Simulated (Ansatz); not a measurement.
`[SnH3][CH2][SnH3]` + `O=CO` → `O=C[O][SnH3]` + `[CH3][SnH3]` at 298.15 K and 1 bar (ligand exchange at the Sn–C bond).

Calculated with Ansatz (gas phase, PBE0-D4/def2-TZVP geometries, no zero-point term in ΔE). CCSD(T)/CBS is the MP2 limit (def2-TZVPP, def2-QZVPP) plus CCSD(T) − MP2 in def2-TZVPP, frozen cores. This one scheme is used for every species. Elements past krypton have def2 core potentials. For Sn outer-core shells are correlated without core-valence functions, which leaves a few kJ/mol of doubt a bond. Each species was taken in one conformer, which may not be the lowest.

```csv
species,CCSD(T)/CBS energy (Eh),H − E (kJ/mol),S (J/(mol·K))
`[SnH3][CH2][SnH3]`,-470.86997,197.1,381.7
`O=CO`,-189.60296,100.2,248.1
`O=C[O][SnH3]`,-404.83174,133.8,324.7
`[CH3][SnH3]`,-255.66383,162.1,284.7
```

H − E and S are ideal-gas, rigid-rotor, harmonic terms from PBE0-D4/def2-TZVP, for one conformer and one mirror image of each species. 1 Eh = 2625.50 kJ/mol, R = 8.31446 J/(mol·K).

**Question.** By hand: ΔE, ΔH, ΔS and ΔG.

**Answer.** ΔE = (-404.83174) + (-255.66383) − (-470.86997) − (-189.60296) = -0.02264 Eh = -59.4 kJ/mol. Δ(H − E) = 133.8 + 162.1 − 197.1 − 100.2 = -1.4, so ΔH = -60.8 kJ/mol. ΔS = 324.7 + 284.7 − 381.7 − 248.1 = -20.4 J/(mol·K). ΔG = -60.8 − 298.15 × (-20.4)/1000 = -54.7 kJ/mol.

**Question.** By hand: the equilibrium constant, and the temperature at which ΔG would vanish if ΔH and ΔS stayed fixed.

**Answer.** log₁₀ K = −ΔG/(RT ln 10) = 9.6. ΔG = 0 at ΔH/ΔS = 2980 K, far beyond where these terms or the molecules hold.

ΔH outweighs TΔS. A doubt of 5 kJ/mol in ΔE shifts log₁₀ K by 0.9 here. Other conformers and mirror images would add mixing entropy, several J/(mol·K) or more a flexible species. Modes under 60 cm⁻¹, often nearly free rotors, make the harmonic entropy too high. These are equilibria of isolated gas molecules and say nothing of rates. Largest T1 diagnostic: 0.017 (customary marks: 0.02 for closed shells, 0.045 for open ones).
